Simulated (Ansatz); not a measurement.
Relaxation of BCl3H4OSi (10 atoms, charge 0, multiplicity 1), to a largest force component of 0.03 eV/Å in at most 50 steps.

Level of theory: RKS LDA/def2-SVP (Ansatz 0.2.0).

```xyz
10
Properties=species:S:1:pos:R:3
B 0.035 0.415 0.070
Cl -0.002 0.770 1.856
Cl 1.525 0.560 -0.789
Cl -1.481 0.195 -0.752
O 0.291 -2.110 0.635
Si -0.709 -3.178 -0.185
H -0.015 -4.505 -0.321
H -2.004 -3.375 0.562
H -0.988 -2.619 -1.552
H 0.009 -1.776 1.523
```

**Question.** Where does it end, and by what steps?

**Answer.** The forces met the threshold. The force dipped under the threshold on the way, but the program's further checks kept it going. After 14 steps the energy has fallen by 0.661 eV; B1 moved furthest, 0.63 Å. Joined: B1–O5 (2.60 → 1.57 Å).

```csv
step,energy less start (eV),largest force component (eV/Å),accepted
0,0.0000,1.152,yes
1,-0.1003,0.536,yes
2,-0.2437,0.968,yes
3,-0.4531,0.901,yes
4,-0.5394,0.928,yes
5,-0.5806,0.612,yes
6,-0.6136,0.272,yes
7,-0.6473,0.223,yes
8,-0.6555,0.136,yes
9,-0.6562,0.163,yes
10,-0.6596,0.037,yes
11,-0.6603,0.039,yes
12,-0.6608,0.028,yes
13,-0.6611,0.047,yes
14,-0.6613,0.022,yes
```

```xyz
10
Properties=species:S:1:pos:R:3
B -0.034 -0.188 0.238
Cl 0.219 0.576 1.876
Cl 1.205 0.224 -0.995
Cl -1.746 -0.060 -0.390
O 0.140 -1.711 0.575
Si -0.741 -2.940 -0.307
H 0.005 -4.179 0.097
H -2.164 -3.007 0.145
H -0.533 -2.588 -1.740
H 0.310 -1.752 1.549
```

Whether the end is a true minimum wasn't checked by a vibrational analysis.

Run time: 13 s on 4 threads of Arm Neoverse V2 (shared host), peak memory 0.18 GiB.
